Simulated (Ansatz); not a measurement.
`OCB[SiH3]` + HCl → `OCBCl` + SiH₄  (cleavage of the B–Si bond)

Calculated with Ansatz (gas phase, PBE0-D4/def2-TZVP geometries, no zero-point term in ΔE). CCSD(T)/CBS is the MP2 limit (def2-TZVPP, def2-QZVPP) plus CCSD(T) − MP2 in def2-TZVPP, frozen cores. This one scheme is used for every species. Functionals use def2-TZVPP. B3LYP here is the variant with VWN-RPA as its local correlation; programs differ in this. HSE06 is defined as in plane-wave codes. Each species was taken in one conformer, which may not be the lowest.

`OCB[SiH3]`:

Cartesian coordinates in Å:
```
O -0.575 2.325 0.678
C -0.138 1.219 -0.080
B -0.228 -0.143 0.650
Si 0.354 -1.843 -0.266
H -0.485 3.121 0.148
H 0.911 1.333 -0.416
H -0.703 1.113 -1.026
H -0.645 -0.196 1.771
H 0.838 -1.639 -1.661
H -0.782 -2.808 -0.310
H 1.455 -2.480 0.513
```

HCl:

Z-matrix (Å, degrees):
```
Cl
H 1 1.279
```

`OCBCl`:

Z-matrix (Å, degrees):
```
C
B 1 1.549
O 1 1.404 2 119.2
H 1 1.105 2 106.4 3 -124.9
H 1 1.104 2 106.6 3 125.0
Cl 2 1.749 1 120.1 3 0.4
H 2 1.191 1 122.1 3 -179.7
H 3 0.962 1 108.3 2 -0.7
```

SiH₄:

```xyz
5

Si    0.000    0.000    0.000
H     0.563    1.067    0.865
H    -1.300   -0.453    0.556
H     0.943   -1.146   -0.050
H    -0.206    0.531   -1.371
```

| level | ΔE (kcal/mol) | difference from CCSD(T)/CBS |
| --- | --- | --- |
| LDA (SPW92) | -29.7 | -0.4 |
| PBE-D4 | -28.4 | 0.9 |
| revPBE-D4 | -28.3 | 1.0 |
| BLYP-D4 | -29.5 | -0.2 |
| r2SCAN-D4 | -29.9 | -0.6 |
| B97M-V | -29.3 | 0.0 |
| PBE0-D4 | -28.7 | 0.6 |
| B3LYP-D4 | -29.6 | -0.3 |
| r2SCANh-D4 | -30.0 | -0.7 |
| r2SCAN0-D4 | -30.0 | -0.7 |
| BHLYP-D4 | -30.2 | -0.9 |
| CAM-B3LYP-D4 | -30.0 | -0.7 |
| ωB97M-V | -30.4 | -1.1 |
| B2PLYP | -30.6 | -1.3 |
| PBE-QIDH | -30.1 | -0.8 |
| PBE | -28.5 | 0.8 |
| revPBE | -28.0 | 1.3 |
| BLYP | -29.6 | -0.3 |
| r2SCAN | -30.0 | -0.7 |
| PBE0 | -28.8 | 0.5 |
| B3LYP | -29.9 | -0.6 |
| r2SCANh | -30.1 | -0.8 |
| r2SCAN0 | -30.1 | -0.8 |
| HSE06 | -28.9 | 0.4 |
| BHLYP | -30.5 | -1.2 |
| CAM-B3LYP | -30.3 | -1.0 |
| LC-ωPBE | -28.8 | 0.5 |
| RPA@PBE/def2-TZVPP | -29.2 | 0.1 |
| HF/def2-SVP | -32.8 | -3.5 |
| MP2/def2-SVP | -34.2 | -4.9 |
| CCSD/def2-SVP | -32.3 | -3.0 |
| CCSD(T)/def2-SVP | -32.7 | -3.4 |
| HF/def2-TZVPP | -30.7 | -1.4 |
| MP2/def2-TZVPP | -31.5 | -2.2 |
| CCSD/def2-TZVPP | -29.1 | 0.2 |
| CCSD(T)/def2-TZVPP | -29.5 | -0.2 |
| HF/def2-QZVPP | -30.6 | -1.3 |
| MP2/def2-QZVPP | -31.4 | -2.1 |
| HF/CBS(def2) | -30.6 | -1.3 |
| MP2/CBS(def2) | -31.3 | -2.0 |
| CCSD(T)/CBS | -29.3 | 0 |

Largest T1 diagnostic among the species: 0.012.

Leaving LDA and LC-ωPBE aside and taking each functional with its dispersion term where it has one, the values spread over 2.3 kcal/mol, from B2PLYP to revPBE-D4. LDA lies −1.1 kcal/mol from PBE without D4. At CCSD(T), def2-SVP lies −3.4 kcal/mol from the extrapolated value and def2-TZVPP −0.2 kcal/mol. From BLYP to BHLYP (50 % exact exchange), in def2-TZVPP and without D4, ΔE moves by −0.9 kcal/mol.
